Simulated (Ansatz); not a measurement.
Basis sets compared for `CC[SiH](C)C[SiH](C)C[SiH](C)C[SiH](C)C`. The state is a singlet with charge 0. Geometry PBE-D4/def2-SVP. Ansatz on 2 threads of AMD EPYC 7R13 on a shared host and a share (18 GiB) of an NVIDIA H100 80GB HBM3; times are rough, and most runs start from earlier orbitals.

```xyz
44

C     0.173    1.389   -5.461
C    -0.397    2.615   -4.735
Si   -1.326    2.223   -3.120
C    -2.848    1.153   -3.473
C    -0.187    1.334   -1.890
Si   -0.835    1.200   -0.112
C    -0.869    2.911    0.692
C     0.238    0.022    0.917
Si   -0.464   -0.466    2.611
C    -1.940   -1.626    2.383
C     0.850   -1.292    3.703
Si    1.786   -2.767    2.964
C     2.539   -3.824    4.343
C     3.156   -2.176    1.797
H     0.895    0.836   -4.824
H    -0.625    0.672   -5.745
H     0.708    1.667   -6.394
H    -1.095    3.172   -5.398
H     0.416    3.334   -4.489
H    -1.780    3.535   -2.521
H    -3.539    1.661   -4.176
H    -2.554    0.183   -3.923
H    -3.406    0.936   -2.539
H     0.011    0.310   -2.279
H     0.795    1.856   -1.858
H    -2.245    0.652   -0.155
H     0.154    3.339    0.737
H    -1.261    2.857    1.728
H    -1.506    3.611    0.114
H     0.407   -0.911    0.333
H     1.234    0.498    1.052
H    -0.941    0.786    3.315
H    -1.624   -2.570    1.893
H    -2.398   -1.885    3.360
H    -2.720   -1.154    1.752
H     0.340   -1.629    4.634
H     1.597   -0.529    4.016
H     0.823   -3.629    2.177
H     3.089   -4.693    3.927
H     3.251   -3.228    4.950
H     1.755   -4.213    5.024
H     3.876   -1.526    2.338
H     2.748   -1.596    0.946
H     3.721   -3.037    1.385
```

B3LYP takes the VWN-RPA correlation. Single mean-field runs in def2-TZVP are fitted with def2-universal-jkfit.

Binding counts from free atoms (C triplet, Si triplet, H doublet) in the same basis, without a counterpoise term.

```json
{"level": "HF/6-31G", "functions": "202", "energy (Eh)": "-1551.5870", "HOMO (eV)": "-10.23", "LUMO (eV)": "4.83", "binding per atom (eV)": "2.81", "wall time": "1.9 s"}
{"level": "PBE-D4/def2-SVP", "functions": "362", "energy (Eh)": "-1555.4004", "HOMO (eV)": "-6.28", "LUMO (eV)": "0.49", "binding per atom (eV)": "3.98", "wall time": "3 s"}
{"level": "B3LYP-D4/6-31G", "functions": "202", "energy (Eh)": "-1557.0760", "HOMO (eV)": "-7.16", "LUMO (eV)": "1.52", "binding per atom (eV)": "3.81", "wall time": "2.8 s"}
{"level": "PBE0-D4/def2-SVP", "functions": "362", "energy (Eh)": "-1555.6186", "HOMO (eV)": "-7.52", "LUMO (eV)": "1.31", "binding per atom (eV)": "3.96", "wall time": "2.9 s"}
```

Question: Estimate the rows for HF/def2-TZVP, PBE-D4/def2-TZVP (with forces), B3LYP-D4/def2-TZVP, PBE0-D4/def2-TZVP (with forces).

Answer: 
```json
{"level": "HF/def2-TZVP", "functions": "638", "energy (Eh)": "-1552.1698", "HOMO (eV)": "-10.41", "LUMO (eV)": "3.31", "binding per atom (eV)": "3.00", "wall time": "2.5 s"}
{"level": "PBE-D4/def2-TZVP (with forces)", "functions": "638", "energy (Eh)": "-1556.2479", "HOMO (eV)": "-6.32", "LUMO (eV)": "0.00", "binding per atom (eV)": "3.96", "wall time": "4 s"}
{"level": "B3LYP-D4/def2-TZVP", "functions": "638", "energy (Eh)": "-1557.5745", "HOMO (eV)": "-7.33", "LUMO (eV)": "0.49", "binding per atom (eV)": "3.93", "wall time": "3.9 s"}
{"level": "PBE0-D4/def2-TZVP (with forces)", "functions": "638", "energy (Eh)": "-1556.4482", "HOMO (eV)": "-7.52", "LUMO (eV)": "0.77", "binding per atom (eV)": "3.94", "wall time": "6 s"}
```
